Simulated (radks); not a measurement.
Values are calculated unless marked as measured or tabulated.
Valence configurations of C II (all share [He]). Level of theory: Dirac Kohn-Sham, LDA (Slater exchange, Perdew-Wang correlation), spin-unpolarised, spherical densities, point nucleus; open shells fill j = l - 1/2 first (a radial shooting solver on a logarithmic mesh with Libxc functionals). Energies are relative to 2s2 2p1; eigenvalues in eV.

| valence | E (eV) | e(2p1/2) | e(2p3/2) | e(2s1/2) |
|---|---|---|---|---|
| 2s2 2p1 | 0.000 | -17.126 | - | -25.601 |
| 2s1.5 2p1.5 | 4.240 | -17.158 | - | -25.643 |
| 2s1 2p2 | 8.485 | -17.193 | - | -25.689 |
| 2p3 | 17.002 | -17.277 | -17.266 | - |

NIST lists [He] 2s2 2p1 as the ground configuration; this level of theory agrees among the configurations tried. The energies are those of spherical spin-averaged densities, not of single terms.
